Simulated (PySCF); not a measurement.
BrClZn. Atoms are numbered in the order given.

```xyz
3

Zn     0.0000     0.0000    -0.5150
Cl     0.0000     0.0000    -2.6027
Br     0.0000     0.0000     1.7056
```

Geometry: PBE0-D3(BJ)/def2-TZVP.

Calculation: PBE0-D3(BJ)/def2-TZVP run with PySCF.

Frequencies are harmonic and unscaled.

Modes within 1.5 cm⁻¹ of each other (mostly degenerate sets) share a row, with their intensities summed.

| mode | ν (cm⁻¹) | IR (km/mol) | moving atoms (share of kinetic energy) |
|---|---|---|---|
| 1–2 | 93 | 19.1 | Zn 59 %, Cl 29 %, Br 11 % |
| 3 | 271 | 1.6 | Br 51 %, Cl 37 %, Zn 12 % |
| 4 | 472 | 69.0 | Zn 52 %, Cl 43 % |
